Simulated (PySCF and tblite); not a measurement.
Results of a calculation; reference values are marked as such.
C₆H₅FSe, numbered as in [CH2:1]=[CH:2][c:3]1[cH:4][se:5][cH:6][c:7]1[F:8].

Free energies: PBE0-D3(BJ)/pcSseg-1 on GFN2-xTB structures plus GFN2-xTB thermal terms, symmetry and mirror images included. Conformers within 2.5 kcal/mol (GFN2-xTB free energy) were kept, 4 at most. GIAO shieldings: PBE0/pcSseg-1. Shifts are against TMS (¹H), TMS (¹³C), CFCl3 (¹⁹F), Me2Se (⁷⁷Se) at the same level; of two unlike H on one atom, a is the less shielded. Codes: tblite and PySCF.

Question: List the conformer-averaged shifts at 298.15 K.

Answer: ¹H: 7.59 (H4, 1H), 7.01 (H6, 1H), 6.89 (H2, 1H), 6.29 (H1a, 1H), 5.63 (H1b, 1H) ppm. ¹³C: 166.1 (C7), 138.1 (C4), 136.3 (C3), 135.1 (C2), 121.3 (C1), 118.7 (C6) ppm. ¹⁹F: -131.7 (F8) ppm. ⁷⁷Se: 442.9 (Se5) ppm.

Question: How do the conformers differ?

Answer: Torsions listed: C1–C2–C3–C4.
| conformer | shape | weight % |
| --- | --- | --- |
| 1 | 180° | 58.1 |
| 2 | 0° | 41.9 |

```csv
signal,1,2,average
H1a,6.43,6.10,6.29
H1b,5.62,5.64,5.63
H2,6.84,6.96,6.89
H4,7.35,7.92,7.59
H6,7.03,6.98,7.01
C1,122.6,119.6,121.3
C2,136.5,133.2,135.1
C3,136.5,136.0,136.3
C4,140.7,134.5,138.1
C6,119.6,117.3,118.7
C7,166.9,165.0,166.1
F8,-131.1,-132.5,-131.7
Se5,432.7,457.1,442.9
```

Question: Which signal moves most, for its nucleus, between 250 and 350 K through the change of populations alone?

Answer: Se5: 442.2 ppm at 250 K, 442.9 ppm at 298.15 K, 443.5 ppm at 350 K.

Spin–orbit effects of the heavy atoms on shieldings are missing. Unscaled ¹⁹F shifts at such levels can be off by tens of ppm; differences between conformers or isomers are more reliable. Shifts are unscaled: against experiment ¹³C can be off by 15 ppm or more and ¹H by 0.8 ppm.
